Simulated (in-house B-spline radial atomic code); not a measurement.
# RPA and G0W0 on BHandHLYP: Sb⁵⁺

Configuration [Kr] 4d10, mean-field start BHandHLYP. Computed with an all-electron radial atomic-structure program (B-spline basis): all electrons, scalar-relativistic (spin-free one-electron X2C), finite nucleus, each spin shell either full or empty, empty states to l = 9 with an (l + 1/2)⁻⁴ tail; G0W0 by contour deformation at full frequency.

Command:
```bash
python run_gw.py task.json out
```
Settings (radii: box in bohr, nucleus in fm):
```
Z                        51
electrons                46
configuration            [Kr] 4d10
hamiltonian              x2c
method                   bhandhlyp
lmax                     9
rms_radius               4.6802
spin_polarised           False
box_radius               10.43
intervals                67
```

Time taken, with all properties: 4.9 s on 1 thread of Arm Neoverse N1, on a shared host.

Energies (hartree):

```tsv
term	value
mean-field total	-6475.34271
Hartree-Fock functional on these orbitals	-6472.74918
direct second order	-3.921
second-order exchange	1.0925
SOSEX correction	1.0325
```

(1) What is the RPA correlation energy, and what remains with SOSEX?

Quasi-particle levels (eV):

```tsv
level	occupied	mean field	Σx - vxc	Σc	QP weight	G0W0
4d	yes	-95.43	-4.83	?	?	?
5s	no	-58.04	4.74	-1.90	0.984	-55.21
```

G0W0 = mean field + (Σx - vxc) + Σc, with Σc (partial-wave tail included) taken at the quasi-particle energy. Only the outer levels were computed. Levels of low weight are left out.

(2) Where does G0W0 put 4d?

Answers

(1) RPA gives -3.5304 hartree (-2.09 eV per electron); RPA + SOSEX gives -2.498, and the second-order doubles -2.8284 hartree (no singles). SOSEX takes back 29 % of the RPA value.

(2) At -100.31 eV, with Σc = -0.05 eV and a quasi-particle weight of 0.965. The tabulated removal energy is 99.51 ± 0.05 eV (NIST, measured); the calculation leaves out spin-orbit coupling, Breit and QED terms, and what these don't explain is the method's own error.
